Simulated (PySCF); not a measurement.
Species: C5H11NOSi2.
SMILES: `C#C[Si@@H]1CC[Si@H](NC)O1`

The closed-shell ground state was solved at several levels (PySCF, density fitting, gas phase, non-relativistic). Isolated species at its PBE0-D3(BJ)/def2-SVP geometry (one conformer only).

```json
{"level": "PBE0/pcSseg-1", "basis functions": "222", "total energy (Eh)": "-905.4859", "HOMO (eV)": "-6.71", "LUMO (eV)": "-0.27", "gap (eV)": "6.44", "dipole (D)": "2.10"}
{"level": "CAM-B3LYP/def2-SVPD", "basis functions": "279", "total energy (Eh)": "-905.6166", "HOMO (eV)": "-8.13", "LUMO (eV)": "0.75", "gap (eV)": "8.88", "dipole (D)": "1.94"}
```

(1) What might wB97X-D/pcSseg-1 (222 basis functions) give for the same quantities?

(2) Over all these levels, which gives the widest orbital gap and which the narrowest?

(3) How far do the dipole and the HOMO energy spread over the levels?

Answers

(1) Total energy -905.9963 Eh, HOMO -8.60 eV, LUMO 1.53 eV, gap 10.13 eV, dipole 2.09 D.

(2) wB97X-D/pcSseg-1 (range-separated hybrid) has the widest, 10.13 eV, and PBE0/pcSseg-1 (global hybrid, 25 % exact exchange) the narrowest, 6.44 eV. The two share the basis. From the narrowest to the widest the HOMO moves by -1.89 eV and the LUMO by +1.80 eV.

(3) The dipole runs from 1.94 to 2.10 D (mean 2.04 D) and the HOMO from -8.60 to -6.71 eV.

The pairwise dispersion term of wB97X-D wasn't added to the energies; at a given geometry it leaves orbitals and properties as they are.
